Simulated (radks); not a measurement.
Results of a calculation; reference values are marked as such.
Question: Mean orbital radii <r> (bohr) of the aluminium ion Al+, [Ne] 3s2, of relativity; Dirac values are averaged over j with weights 2j + 1. Spin-unpolarised spherical Kohn-Sham, PBE, point nucleus unless stated (finite: rms radius 3.061 fm), a radial shooting solver on a logarithmic mesh with Libxc functionals. A level marked "c x" has the speed of light scaled by that factor.

shell       non-rel.
1s            0.1205
2s            0.6276
2p            0.6034
3s             2.381
3p (empty)     2.905

Give the values at the level "Dirac".

Answer: 
shell        Dirac  change of magnitude (%)
1s          0.1202                    -0.28
2s          0.6257                    -0.30
2p          0.6029                    -0.07
3s           2.377                    -0.18
3p (empty)   2.906                    +0.02
